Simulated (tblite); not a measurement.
Compound: C2H10Ge2NO (doublet state).
Atom-mapped SMILES: `[CH3:1][N:2][Ge@H:3]([GeH3:4])[O:5][CH3:6]` (hydrogens: H7, H8, H9 on C1; H10 on Ge3; H11, H12, H13 on Ge4; H14, H15, H16 on C6)

Computed with GFN2-xTB (tblite), gas phase: L-BFGS steps from a force-field or distance-geometry start until the largest atomic force falls under 0.01 eV/Å.

Step 95: E = -548.6748 eV
```
atom  x, y, z in Å  |  force x, y, z in eV/Å
C1      2.5366   -0.9960    0.3705    0.037  -0.002  -0.010
N2      1.8333   -0.0342   -0.3794    0.030  -0.036  -0.032
Ge3     0.0871    0.2281   -0.4403    0.013  -0.029  -0.020
Ge4    -0.4316    2.4427    0.3969   -0.011  -0.028   0.080
O5     -0.7504   -1.0634    0.4749   -0.056  -0.020  -0.013
C6     -2.1109   -1.3966    0.3412   -0.001   0.013   0.004
H7      3.2647   -0.4897    1.0163   -0.007   0.003   0.032
H8      1.9148   -1.6735    0.9650    0.007   0.043  -0.013
H9      3.1388   -1.5860   -0.3331    0.004  -0.010   0.003
H10    -0.3645    0.1228   -1.9009    0.010   0.039   0.028
H11    -1.8780    2.8194    0.2052   -0.035   0.000   0.008
H12    -0.1805    2.6051    1.8770   -0.012   0.005  -0.086
H13     0.3417    3.5286   -0.2838    0.022   0.015   0.002
H14    -2.7524   -0.6481    0.8166    0.017  -0.012  -0.008
H15    -2.4004   -1.4927   -0.7099   -0.008  -0.006   0.044
H16    -2.2561   -2.3576    0.8398   -0.013   0.025  -0.018
```

Step 96: E = -548.6756 eV
```
atom  x, y, z in Å  |  force x, y, z in eV/Å
C1      2.5442   -0.9922    0.3710    0.054   0.029  -0.021
N2      1.8312   -0.0513   -0.3933   -0.002   0.006  -0.065
Ge3     0.0874    0.2189   -0.4500    0.026  -0.006  -0.018
Ge4    -0.4232    2.4320    0.4010   -0.034  -0.074   0.079
O5     -0.7605   -1.0616    0.4661    0.011  -0.046   0.004
C6     -2.1216   -1.3889    0.3408   -0.016   0.026   0.002
H7      3.2608   -0.4663    1.0108    0.042   0.035   0.074
H8      1.9330   -1.6668    0.9753   -0.039  -0.017   0.008
H9      3.1589   -1.5786   -0.3223    0.022  -0.055  -0.018
H10    -0.3605    0.1169   -1.9105    0.005   0.045   0.022
H11    -1.8692    2.7989    0.2043   -0.070   0.006   0.017
H12    -0.1806    2.5848    1.8838   -0.006   0.011  -0.096
H13     0.3341    3.5277   -0.2752    0.065   0.045  -0.008
H14    -2.7527   -0.6358    0.8190   -0.034   0.019   0.022
H15    -2.4200   -1.4814   -0.7073   -0.007  -0.027   0.020
H16    -2.2690   -2.3473    0.8426   -0.018   0.006  -0.022
```

Task: Estimate the geometry and energy of step 97. (The exact step hangs on the optimiser's Hessian estimate; all steps are aligned on step 96, rigid shifts and turns removed.)

Result: E = -548.6766 eV, largest force 0.075 eV/Å
```
atom  x, y, z in Å  |  force x, y, z in eV/Å
C1      2.5452   -1.0005    0.3703    0.046   0.015   0.009
N2      1.8368   -0.0527   -0.3901    0.000   0.000  -0.051
Ge3     0.0933    0.2203   -0.4521    0.031  -0.004  -0.004
Ge4    -0.4295    2.4318    0.4015   -0.042  -0.056   0.026
O5     -0.7527   -1.0662    0.4575   -0.005  -0.043  -0.003
C6     -2.1177   -1.3825    0.3433   -0.008   0.029   0.015
H7      3.2540   -0.4784    1.0243    0.016   0.003   0.038
H8      1.9295   -1.6848    0.9638    0.001   0.029  -0.039
H9      3.1671   -1.5762   -0.3270    0.014  -0.044   0.019
H10    -0.3489    0.1205   -1.9141    0.003   0.047   0.018
H11    -1.8801    2.7870    0.2053   -0.054  -0.001   0.022
H12    -0.1865    2.5912    1.8815   -0.001   0.010  -0.066
H13     0.3149    3.5366   -0.2790    0.054   0.019   0.005
H14    -2.7394   -0.6223    0.8232   -0.030   0.014   0.020
H15    -2.4250   -1.4770   -0.7018   -0.003  -0.024   0.011
H16    -2.2686   -2.3378    0.8497   -0.021   0.006  -0.018
```

The energy changes by -0.0010 eV. The first-order estimate −F·Δx gives -0.0014 eV and the mean of the old and new forces, exact on a quadratic surface, -0.0010 eV. The step makes an angle of 84° with the force vector and moves no atom by more than 0.022 Å.

What follows is the cost of the whole relaxation. The run took 1.1 s wall on one thread, Arm Neoverse V2 (aarch64), on a shared host.
